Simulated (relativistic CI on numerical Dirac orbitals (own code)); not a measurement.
Hyperfine structure of Nd¹²⁺, mass number 145

Computed by Dirac-Coulomb-Breit CI, KLI orbitals optimised for each configuration, QED by a radiative potential, unscaled Slater integrals (own radial code, finite nucleus).

CI space (outside the closed core [Kr]): 4d10.5s2, 4d10.5s.4f, 4d10.5s.5p, 4d10.5s.5d, 4d10.4f.5d, 4d10.5s.5f, 4d10.5p.5d, 4d9.5s2.4f, 4d10.5s.5g, 4d10.5s.6s, 4d10.4f2, 4d9.4f3, 4d10.5p2, 4d9.4f.5p2, 4d10.4f.5p, 4d9.4f2.5p. Double excitations out of closed p, d and f shells are left out; levels of such configurations are missing from the list, as are those of other unlisted configurations, and high levels can miss mixing partners.

Nuclear spin I = 7/2, μ = -0.656 μN, Q = -0.314 b (tables of Stone and Pyykkö). The electronic factors are computed for point nuclear moments, without core polarisation or the Bohr-Weisskopf and QED corrections.

```json
{"Level": "4d10.5s.4f 3F°_2", "E (eV)": "8.3938", "A (MHz)": "3347", "B (MHz)": "-269"}
{"Level": "4d10.5s.4f 3F°_3", "E (eV)": "8.5562", "A (MHz)": "-2305", "B (MHz)": "-298"}
{"Level": "4d10.5s.4f 3F°_4", "E (eV)": "8.9038", "A (MHz)": "-2773", "B (MHz)": "-383"}
{"Level": "4d10.5s.4f 1F°_3", "E (eV)": "9.7486", "A (MHz)": "1129", "B (MHz)": "-385"}
{"Level": "4d10.5s.5p 3P°_1", "E (eV)": "19.0882", "A (MHz)": "-12130", "B (MHz)": "1200"}
{"Level": "4d10.4f2 3H_4", "E (eV)": "22.0800", "A (MHz)": "-183", "B (MHz)": "-321"}
{"Level": "4d10.4f2 3H_5", "E (eV)": "22.4602", "A (MHz)": "-133.5", "B (MHz)": "-332"}
{"Level": "4d10.4f2 3H_6", "E (eV)": "22.8572", "A (MHz)": "-104.4", "B (MHz)": "-368"}
```

Levels with J = 0, under 50 % of one LS term, or S terms without an open s electron are left out. Small factors come from cancelling terms and can be off by tens of per cent or more.

At this charge transitions that keep the count of f electrons are usually good to a few per cent. Terms inside the open d or f shell come out 10 to 20 % too wide with unscaled integrals. Levels and lines within the n = 5 or 6 shells can be off by up to 10 % or somewhat more, and those that change n by about 2 %, since core polarisation is missing. Levels that differ in their count of f electrons can be misplaced by several ten thousand cm⁻¹, since the correlation energy of f electrons is missing or only estimated; rates across such gaps can be off by orders of magnitude.

Problem. Give the hyperfine levels of 4d10.5s.4f 3F°_2 relative to its centre of gravity.

Solution. With K = F(F + 1) − I(I + 1) − J(J + 1), E = AK/2 + B[¾K(K + 1) − I(I + 1)J(J + 1)]/[2I(2I − 1)J(2J − 1)]: F = 3/2: -30260, F = 5/2: -21780, F = 7/2: -9963, F = 9/2: 5111, F = 11/2: 23360 MHz.

LS names give the leading component of a level, which can be under half, so a name can repeat, a term be missing and a line seem to break the LS rules.
